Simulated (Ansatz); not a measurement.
Mulliken charges of ClFH2OSTi (`[OH][Ti]([F])([SH])[Cl]`) from PBE/def2-TZVPP in Ansatz (PBE0-D4/def2-TZVP geometry).

| atom | x (Å) | y (Å) | z (Å) | charge (e) |
| --- | --- | --- | --- | --- |
| O1 | -1.058 | -0.829 | -0.478 | -0.419 |
| Ti2 | 0.498 | -0.058 | -0.218 | 0.846 |
| F3 | 1.790 | -1.202 | 0.034 | -0.310 |
| S4 | 0.337 | 1.215 | 1.668 | -0.233 |
| Cl5 | 1.001 | 1.204 | -1.943 | -0.217 |
| H6 | -1.502 | -1.656 | -0.670 | 0.207 |
| H7 | -1.004 | 1.259 | 1.562 | 0.126 |

Problem. By hand: the dipole of these point charges (1 e Å = 4.8032 D).

Solution. Σ q r = (-0.423, -0.058, 0.096) e Å, of length 0.438 e Å = 2.10 D.

Problem. How does the dipole of the full density compare? (Estimate.)

Solution. Computed: (-0.515, -0.363, 0.023) e Å, 3.03 D; the point charges give 0.69 times that, at 29° from its direction.

Point charges leave out the atoms' own dipoles, such as those of lone pairs, and Mulliken's split depends on the basis, so the two needn't agree.
